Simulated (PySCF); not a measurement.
SrSb⁺ at HSE06

Level: HSE06. PySCF, scalar-relativistic core potentials, basis sets Sr def2-SVPD with ECP28, Sb def2-SVPD with ECP28.

```json
{
  "state": "³Σ⁻ (triplet), unpaired electrons π ↑↑",
  "bond length": "3.134 Å",
  "harmonic wavenumber": "155 cm⁻¹",
  "force constant": "0.716 mdyn/Å",
  "rotational constant Be": "0.03372 cm⁻¹",
  "anharmonicity ωexe": "0.405 cm⁻¹",
  "vibration–rotation constant αe": "0.000106 cm⁻¹",
  "well depth De to Sr⁺ + Sb": "133 kJ/mol",
  "dissociation energy D0": "132 kJ/mol",
  "bond order (Mayer)": "1.24",
  "dipole moment (positive dipole points towards Sb; it is taken about the centre of mass and depends on that origin)": "-10.90 D"
}
```

These are scalar-relativistic numbers at best; spin–orbit coupling would shift them, the dissociation energy most. For an ion De counts to the pair picked by the measured ionisation energies or electron affinities, which need not be the lowest pair at this level. The state is the lowest determinant that a PBE0 search found; another state may lie lower at other levels.
